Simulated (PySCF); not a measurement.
Compound: C7H7F.
Bonds: C1–C2, C2–C3 (aromatic), C3–C4 (aromatic), C4–C5 (aromatic), C5–C6 (aromatic), C6–C7 (aromatic), C7–F8, C2–C7 (aromatic). Hydrogens: H9, H10, H11 on C1; H12 on C3; H13 on C4; H14 on C5; H15 on C6.

The calculation used PBE0-D3(BJ)/def2-SVP geometry optimisation, gas phase in PySCF 2.14.0.

Task: Give the optimised bond lengths and angles.

Result: 
```tsv
bond	length (pm)
C1–C2	149.8
C2–C3	139.8
C3–C4	139.5
C4–C5	139.3
C5–C6	139.4
C6–C7	138.7
C7–F8	133.7
C2–C7	139.7
C1–H9, C1–H10, C1–H11	110.0
C3–H12	109.3
C4–H13	109.2
C5–H14	109.2
C6–H15	109.2
```

Bonds in one row agree within 1 pm and their mean is given. A selection of angles:
```tsv
angle	degrees
C1–C2–C3	123.1
C1–C2–C7	120.1
C3–C2–C7	116.8
C2–C3–C4	121.6
C3–C4–C5	119.9
C4–C5–C6	119.8
C5–C6–C7	118.9
C6–C7–F8	118.9
C2–C7–C6	123.0
C2–C7–F8	118.1
```

The 6-membered ring C2–C3–C4–C5–C6–C7 has internal angles of 116.8° to 123.0°; it is planar, 0.00 Å rms from its mean plane, widest ring torsion 0°. The C–C distances run from 1.387 Å (C6–C7, aromatic) to 1.498 Å (C1–C2, drawn single), a spread of 0.111 Å. The 8 heavy atoms lie in one plane (0.002 Å rms). Of the pairs four or more bonds apart, H11···H12 is among the closest relative to their van der Waals radii: 2.41 Å, 100 % of the sum of Bondi's values.

Point group: near Cs, missed by 0.17 Å at most; the miss may be what the optimiser left on a soft mode. Whether it is a minimum is left open (no frequencies).
